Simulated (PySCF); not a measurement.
Compound: C5H12Si.
Bonds: C1–C2, C2–C3, C2–Si4, Si4–C5, C5–C6, Si4–C6. Hydrogens: H7, H8, H9 on C1; H10 on C2; H11, H12, H13 on C3; H14 on Si4; H15, H16 on C5; H17, H18 on C6.

The same species was optimised twice, with GFN2-xTB and with PBE0-D3(BJ)/def2-SVP (PySCF), and the same property calculations (PySCF, gas phase) were run on both structures.

| coordinate | GFN2-xTB | PBE0-D3(BJ)/def2-SVP | change |
| --- | --- | --- | --- |
| Si4–C5 (Å) | 1.883 | 1.859 | -0.024 |
| Si4–C6 (Å) | 1.883 | 1.860 | -0.023 |
| C2–Si4 (Å) | 1.901 | 1.887 | -0.014 |
| C5–C6 (Å) | 1.539 | 1.544 | +0.005 |
| C2–C3 (Å) | 1.527 | 1.529 | +0.002 |
| C1–C2 (Å) | 1.527 | 1.528 | +0.001 |
| C1–C2–C3 (°) | 109.9 | 111.8 | +1.9 |
| C5–Si4–C6 (°) | 48.3 | 49.1 | +0.8 |
| C2–Si4–C6 (°) | 119.4 | 120.2 | +0.8 |
| C2–Si4–C5 (°) | 119.6 | 120.3 | +0.7 |
| C1–C2–Si4 (°) | 111.3 | 111.9 | +0.6 |
| Si4–C6–C5 (°) | 65.9 | 65.4 | -0.5 |
| C3–C2–Si4 (°) | 111.1 | 111.6 | +0.5 |
| Si4–C5–C6 (°) | 65.9 | 65.5 | -0.4 |
| C1–C2–Si4–C5 (°) | 88 | 88 | 0 |

Rotational constants: A = 5156, B = 1720, C = 1472 MHz (GFN2-xTB) against A = 5084, B = 1748, C = 1482 MHz (PBE0-D3(BJ)/def2-SVP).

On the GFN2-xTB structure: lowest singlet, TDDFT (eV) 6.46 [CAM-B3LYP/def2-SVPD]; lowest triplet, Tamm–Dancoff (eV) 5.27 [CAM-B3LYP/def2-SVPD]; isotropic polarisability (au) 87.1 [CAM-B3LYP/def2-SVPD]; HOMO (eV) -7.88 [CAM-B3LYP/def2-SVPD]; LUMO (eV) 1.37 [CAM-B3LYP/def2-SVPD]; dipole (D) 0.87 [CAM-B3LYP/def2-SVPD]; HOMO (eV) -6.61 [PBE0/pcSseg-1]; LUMO (eV) 0.88 [PBE0/pcSseg-1]; dipole (D) 0.78 [PBE0/pcSseg-1]; GIAO shielding of C1/C3 (mean) (ppm) 163.7 [PBE0/pcSseg-1]; GIAO shielding of C2 (ppm) 168.8 [PBE0/pcSseg-1]; GIAO shielding of Si4 (ppm) 463.5 [PBE0/pcSseg-1]; GIAO shielding of C5/C6 (mean) (ppm) 191.2 [PBE0/pcSseg-1].

**Question.** What do these properties become on the PBE0-D3(BJ)/def2-SVP structure?

**Answer.** 
| property | level | on GFN2-xTB | on PBE0-D3(BJ)/def2-SVP | change |
| --- | --- | --- | --- | --- |
| lowest singlet, TDDFT (eV) | CAM-B3LYP/def2-SVPD | 6.46 | 6.48 | +0.02 |
| lowest triplet, Tamm–Dancoff (eV) | CAM-B3LYP/def2-SVPD | 5.27 | 5.41 | +0.14 |
| isotropic polarisability (au) | CAM-B3LYP/def2-SVPD | 87.1 | 88.0 | +0.9 |
| HOMO (eV) | CAM-B3LYP/def2-SVPD | -7.88 | -7.92 | -0.04 |
| LUMO (eV) | CAM-B3LYP/def2-SVPD | 1.37 | 1.36 | -0.01 |
| dipole (D) | CAM-B3LYP/def2-SVPD | 0.87 | 0.90 | +0.03 |
| energy, GFN2-xTB geometry as zero (kcal/mol) | CAM-B3LYP/def2-SVPD | 0.0 | -1.5 | -1.5 |
| HOMO (eV) | PBE0/pcSseg-1 | -6.61 | -6.64 | -0.03 |
| LUMO (eV) | PBE0/pcSseg-1 | 0.88 | 0.94 | +0.06 |
| dipole (D) | PBE0/pcSseg-1 | 0.78 | 0.83 | +0.05 |
| energy, GFN2-xTB geometry as zero (kcal/mol) | PBE0/pcSseg-1 | 0.0 | -1.4 | -1.4 |
| GIAO shielding of C1/C3 (mean) (ppm) | PBE0/pcSseg-1 | 163.7 | 162.5 | -1.2 |
| GIAO shielding of C2 (ppm) | PBE0/pcSseg-1 | 168.8 | 168.8 | 0.0 |
| GIAO shielding of Si4 (ppm) | PBE0/pcSseg-1 | 463.5 | 455.4 | -8.1 |
| GIAO shielding of C5/C6 (mean) (ppm) | PBE0/pcSseg-1 | 191.2 | 190.6 | -0.6 |

The heavy atoms differ by 0.025 Å rms after alignment. Among bonds between heavy atoms Si4–C5 and Si4–C6 change most and about equally (-0.024 to -0.023 Å). Changes are differences of the printed values. Neither structure is proved a minimum here.

Conformer computed: `[CH3:1][CH:2]([CH3:3])[SiH:4]1[CH2:5][CH2:6]1`: C1–C2–Si4–C5 88°.
